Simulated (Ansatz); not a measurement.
Ansatz (a quantum-chemistry and plane-wave program) input (B3LYP-D3(BJ)/def2-TZVP):

Ansatz 0.2 input:
```yaml
crystal:
  periodic: [false, false, false]
  atoms:
    - {symbol: C, position_ang: [-1.95105108, 0.13248936, -0.04399183]}
    - {symbol: C, position_ang: [-0.50694792, 0.29325068, 0.31313964]}
    - {symbol: C, position_ang: [0.50694792, -0.29325068, -0.31313964]}
    - {symbol: C, position_ang: [1.95105108, -0.13248936, 0.04399183]}
    - {symbol: H, position_ang: [-2.07809854, -0.53645292, -0.89653654]}
    - {symbol: H, position_ang: [-2.40593983, 1.09501804, -0.29633442]}
    - {symbol: H, position_ang: [-2.52350439, -0.27380771, 0.79522323]}
    - {symbol: H, position_ang: [-0.28987359, 0.94664166, 1.15587905]}
    - {symbol: H, position_ang: [0.28987359, -0.94664166, -1.15587905]}
    - {symbol: H, position_ang: [2.07809854, 0.53645292, 0.89653654]}
    - {symbol: H, position_ang: [2.52350439, 0.27380771, -0.79522323]}
    - {symbol: H, position_ang: [2.40593983, -1.09501804, 0.29633442]}
basis:
  gaussian:
    orbitals: def2-TZVP
hamiltonian:
  xc: b3lyp
  dispersion: d3bj
phonons: {temperatures: {t_min: 298.15, t_max: 298.15, t_step: 100}}
```

Output:

```
Functional definition: B3LYP
integrals: 0.07 GiB planned
1072 factors; their error is unknown
mean field: 0.74 GiB planned
mean field evaluation 1: about -4268.4983 eV, gradient 7.0e1 eV
mean field evaluation 2: about -4262.7720 eV, gradient 8.2e1 eV
mean field evaluation 4: about -4280.0951 eV, gradient 3.4e0 eV
mean field evaluation 8: about -4280.0955 eV, gradient 5.4e-2 eV
mean field evaluation 16: about -4280.0955 eV, gradient 7.4e-6 eV
mean field -4280.09553312 eV, -157.2906096894 hartree, gradient 5.8e-6 eV, S^2 0.000000; 0 other end points of the search recorded, 0 dependent functions left out
the calculation of the forces begins
reference -4280.09582072 eV, -157.2906202582 hartree; 16, 16 occupied and 156, 156 virtual orbitals, 1072 factors
these checks for a lower state are left out or cut short: stability, starts, cluster_reference, orbital_swaps, neighbouring_geometries, increment
integrals: 0.07 GiB planned
1072 factors; their error is unknown
mean field: 0.73 GiB planned
mean field -4280.09536474 eV, -157.2906035013 hartree, gradient 3.5e-6 eV, S^2 0.000000; 0 other end points of the search recorded, 0 dependent functions left out
the calculation of the forces begins
reference -4280.09565235 eV, -157.2906140707 hartree; 16, 16 occupied and 156, 156 virtual orbitals, 1072 factors
these checks for a lower state are left out or cut short: stability, starts, cluster_reference, orbital_swaps, neighbouring_geometries, increment
integrals: 0.07 GiB planned
1072 factors; their error is unknown
mean field: 0.74 GiB planned
mean field evaluation 32: about -4280.0954 eV, gradient 3.5e-6 eV
mean field -4280.09535556 eV, -157.2906031640 hartree, gradient 3.5e-6 eV, S^2 0.000000; 0 other end points of the search recorded, 0 dependent functions left out
the calculation of the forces begins
reference -4280.09564314 eV, -157.2906137322 hartree; 16, 16 occupied and 156, 156 virtual orbitals, 1072 factors
these checks for a lower state are left out or cut short: stability, starts, cluster_reference, orbital_swaps, neighbouring_geometries, increment
integrals: 0.07 GiB planned
1072 factors; their error is unknown
mean field: 0.74 GiB planned
mean field -4280.09535195 eV, -157.2906030315 hartree, gradient 3.5e-6 eV, S^2 0.000000; 0 other end points of the search recorded, 0 dependent functions left out
the calculation of the forces begins
reference -4280.09563962 eV, -157.2906136029 hartree; 16, 16 occupied and 156, 156 virtual orbitals, 1072 factors
these checks for a lower state are left out or cut short: stability, starts, cluster_reference, orbital_swaps, neighbouring_geometries, increment
integrals: 0.07 GiB planned
1072 factors; their error is unknown
mean field: 0.74 GiB planned
mean field -4280.09540725 eV, -157.2906050635 hartree, gradient 3.5e-6 eV, S^2 0.000000; 0 other end points of the search recorded, 0 dependent functions left out
the calculation of the forces begins
reference -4280.09569477 eV, -157.2906156297 hartree; 16, 16 occupied and 156, 156 virtual orbitals, 1072 factors
these checks for a lower state are left out or cut short: stability, starts, cluster_reference, orbital_swaps, neighbouring_geometries, increment
integrals: 0.07 GiB planned
1072 factors; their error is unknown
mean field: 0.74 GiB planned
mean field -4280.09532754 eV, -157.2906021343 hartree, gradient 3.6e-6 eV, S^2 0.000000; 0 other end points of the search recorded, 0 dependent functions left out
the calculation of the forces begins
reference -4280.09561505 eV, -157.2906127003 hartree; 16, 16 occupied and 156, 156 virtual orbitals, 1072 factors
these checks for a lower state are left out or cut short: stability, starts, cluster_reference, orbital_swaps, neighbouring_geometries, increment
integrals: 0.07 GiB planned
[...]
mean field: 0.74 GiB planned
mean field -4280.09542201 eV, -157.2906056061 hartree, gradient 3.5e-6 eV, S^2 0.000000; 0 other end points of the search recorded, 0 dependent functions left out
the calculation of the forces begins
reference -4280.09570958 eV, -157.2906161739 hartree; 16, 16 occupied and 156, 156 virtual orbitals, 1072 factors
these checks for a lower state are left out or cut short: stability, starts, cluster_reference, orbital_swaps, neighbouring_geometries, increment
integrals: 0.07 GiB planned
1072 factors; their error is unknown
mean field: 0.74 GiB planned
mean field -4280.09544184 eV, -157.2906063346 hartree, gradient 3.5e-6 eV, S^2 0.000000; 0 other end points of the search recorded, 0 dependent functions left out
the calculation of the forces begins
reference -4280.09572946 eV, -157.2906169044 hartree; 16, 16 occupied and 156, 156 virtual orbitals, 1072 factors
these checks for a lower state are left out or cut short: stability, starts, cluster_reference, orbital_swaps, neighbouring_geometries, increment
integrals: 0.07 GiB planned
1072 factors; their error is unknown
mean field: 0.74 GiB planned
mean field evaluation 96: about -4280.0950 eV, gradient 5.6e-1 eV
mean field -4280.09550143 eV, -157.2906085245 hartree, gradient 3.4e-6 eV, S^2 0.000000; 0 other end points of the search recorded, 0 dependent functions left out
the calculation of the forces begins
reference -4280.09578901 eV, -157.2906190932 hartree; 16, 16 occupied and 156, 156 virtual orbitals, 1072 factors
these checks for a lower state are left out or cut short: stability, starts, cluster_reference, orbital_swaps, neighbouring_geometries, increment
integrals: 0.07 GiB planned
1072 factors; their error is unknown
mean field: 0.73 GiB planned
mean field -4280.09553429 eV, -157.2906097323 hartree, gradient 3.5e-6 eV, S^2 0.000000; 0 other end points of the search recorded, 0 dependent functions left out
the calculation of the forces begins
reference -4280.09582189 eV, -157.2906203012 hartree; 16, 16 occupied and 156, 156 virtual orbitals, 1072 factors
these checks for a lower state are left out or cut short: stability, starts, cluster_reference, orbital_swaps, neighbouring_geometries, increment
integrals: 0.07 GiB planned
1072 factors; their error is unknown
mean field: 0.73 GiB planned
mean field -4280.09548059 eV, -157.2906077588 hartree, gradient 3.5e-6 eV, S^2 0.000000; 0 other end points of the search recorded, 0 dependent functions left out
the calculation of the forces begins
reference -4280.09576814 eV, -157.2906183259 hartree; 16, 16 occupied and 156, 156 virtual orbitals, 1072 factors
these checks for a lower state are left out or cut short: stability, starts, cluster_reference, orbital_swaps, neighbouring_geometries, increment
integrals: 0.07 GiB planned
1072 factors; their error is unknown
mean field: 0.74 GiB planned
mean field -4280.09552683 eV, -157.2906094579 hartree, gradient 3.5e-6 eV, S^2 0.000000; 0 other end points of the search recorded, 0 dependent functions left out
the calculation of the forces begins
reference -4280.09581447 eV, -157.2906200285 hartree; 16, 16 occupied and 156, 156 virtual orbitals, 1072 factors
these checks for a lower state are left out or cut short: stability, starts, cluster_reference, orbital_swaps, neighbouring_geometries, increment
integrals: 0.07 GiB planned
1072 factors; their error is unknown
mean field: 0.73 GiB planned
mean field evaluation 128: about -4280.0955 eV, gradient 3.5e-6 eV
mean field -4280.09546218 eV, -157.2906070822 hartree, gradient 3.5e-6 eV, S^2 0.000000; 0 other end points of the search recorded, 0 dependent functions left out
the calculation of the forces begins
reference -4280.09574983 eV, -157.2906176532 hartree; 16, 16 occupied and 156, 156 virtual orbitals, 1072 factors
these checks for a lower state are left out or cut short: stability, starts, cluster_reference, orbital_swaps, neighbouring_geometries, increment
integrals: 0.07 GiB planned
1072 factors; their error is unknown
mean field: 0.74 GiB planned
mean field -4280.09544178 eV, -157.2906063326 hartree, gradient 3.5e-6 eV, S^2 0.000000; 0 other end points of the search recorded, 0 dependent functions left out
the calculation of the forces begins
reference -4280.09572932 eV, -157.2906168993 hartree; 16, 16 occupied and 156, 156 virtual orbitals, 1072 factors
these checks for a lower state are left out or cut short: stability, starts, cluster_reference, orbital_swaps, neighbouring_geometries, increment
integrals: 0.07 GiB planned
1072 factors; their error is unknown
mean field: 0.74 GiB planned
mean field -4280.09551219 eV, -157.2906089201 hartree, gradient 2.6e-6 eV, S^2 0.000000; 0 other end points of the search recorded, 0 dependent functions left out
the calculation of the forces begins
reference -4280.09579976 eV, -157.2906194880 hartree; 16, 16 occupied and 156, 156 virtual orbitals, 1072 factors
these checks for a lower state are left out or cut short: stability, starts, cluster_reference, orbital_swaps, neighbouring_geometries, increment
integrals: 0.07 GiB planned
1072 factors; their error is unknown
mean field: 0.73 GiB planned
mean field -4280.09551750 eV, -157.2906091153 hartree, gradient 3.3e-6 eV, S^2 0.000000; 0 other end points of the search recorded, 0 dependent functions left out
the calculation of the forces begins
reference -4280.09580512 eV, -157.2906196850 hartree; 16, 16 occupied and 156, 156 virtual orbitals, 1072 factors
these checks for a lower state are left out or cut short: stability, starts, cluster_reference, orbital_swaps, neighbouring_geometries, increment
integrals: 0.07 GiB planned
1072 factors; their error is unknown
mean field: 0.74 GiB planned
mean field -4280.09545688 eV, -157.2906068874 hartree, gradient 3.6e-6 eV, S^2 0.000000; 0 other end points of the search recorded, 0 dependent functions left out
the calculation of the forces begins
reference -4280.09574454 eV, -157.2906174587 hartree; 16, 16 occupied and 156, 156 virtual orbitals, 1072 factors
these checks for a lower state are left out or cut short: stability, starts, cluster_reference, orbital_swaps, neighbouring_geometries, increment
integrals: 0.07 GiB planned
1072 factors; their error is unknown
mean field: 0.73 GiB planned
mean field evaluation 160: about -4280.0949 eV, gradient 5.6e-1 eV
mean field -4280.09540772 eV, -157.2906050809 hartree, gradient 3.6e-6 eV, S^2 0.000000; 0 other end points of the search recorded, 0 dependent functions left out
the calculation of the forces begins
reference -4280.09569524 eV, -157.2906156471 hartree; 16, 16 occupied and 156, 156 virtual orbitals, 1072 factors
these checks for a lower state are left out or cut short: stability, starts, cluster_reference, orbital_swaps, neighbouring_geometries, increment
integrals: 0.07 GiB planned
1072 factors; their error is unknown
mean field: 0.74 GiB planned
mean field -4280.09551438 eV, -157.2906090005 hartree, gradient 3.5e-6 eV, S^2 0.000000; 0 other end points of the search recorded, 0 dependent functions left out
the calculation of the forces begins
reference -4280.09580197 eV, -157.2906195694 hartree; 16, 16 occupied and 156, 156 virtual orbitals, 1072 factors
these checks for a lower state are left out or cut short: stability, starts, cluster_reference, orbital_swaps, neighbouring_geometries, increment
integrals: 0.07 GiB planned
1072 factors; their error is unknown
mean field: 0.74 GiB planned
mean field -4280.09552287 eV, -157.2906093124 hartree, gradient 3.5e-6 eV, S^2 0.000000; 0 other end points of the search recorded, 0 dependent functions left out
the calculation of the forces begins
reference -4280.09581046 eV, -157.2906198811 hartree; 16, 16 occupied and 156, 156 virtual orbitals, 1072 factors
Total energy: -4280.43106321 eV, -157.3029401927 hartree
Atom 0 at    -1.951051     0.132489    -0.043992 Å, force    -0.000110     0.000138     0.000161 eV/Å
Atom 1 at    -0.506948     0.293251     0.313140 Å, force    -0.000445     0.000048     0.000013 eV/Å
Atom 2 at     0.506948    -0.293251    -0.313140 Å, force     0.000445    -0.000048    -0.000013 eV/Å
Atom 3 at     1.951051    -0.132489     0.043992 Å, force     0.000110    -0.000138    -0.000161 eV/Å
Atom 4 at    -2.078099    -0.536453    -0.896537 Å, force    -0.000060    -0.000058    -0.000080 eV/Å
Atom 5 at    -2.405940     1.095018    -0.296334 Å, force     0.000079     0.000013    -0.000038 eV/Å
Atom 6 at    -2.523504    -0.273808     0.795223 Å, force     0.000074    -0.000048     0.000010 eV/Å
Atom 7 at    -0.289874     0.946642     1.155879 Å, force    -0.000015    -0.000071    -0.000091 eV/Å
Atom 8 at     0.289874    -0.946642    -1.155879 Å, force     0.000015     0.000071     0.000091 eV/Å
Atom 9 at     2.078099     0.536453     0.896537 Å, force     0.000060     0.000058     0.000080 eV/Å
Atom 10 at     2.523504     0.273808    -0.795223 Å, force    -0.000074     0.000048    -0.000010 eV/Å
Atom 11 at     2.405940    -1.095018     0.296334 Å, force    -0.000079    -0.000013     0.000038 eV/Å
Dipole moment:    -0.000000     0.000000    -0.000000 e Å
Vibrations: 177.11 230.87 245.54 283.81 504.15 762.98 878.11 992.19 998.76 1070.88 1074.15 1078.69 1170.38 1335.02 1338.27 1414.76 1416.18 1479.18 1479.68 1488.77 1497.00 1742.06 3015.80 3016.10 3055.24 3055.82 3090.77 3092.40 3113.28 3123.06 cm⁻¹, zero-point energy 2.927329 eV
```
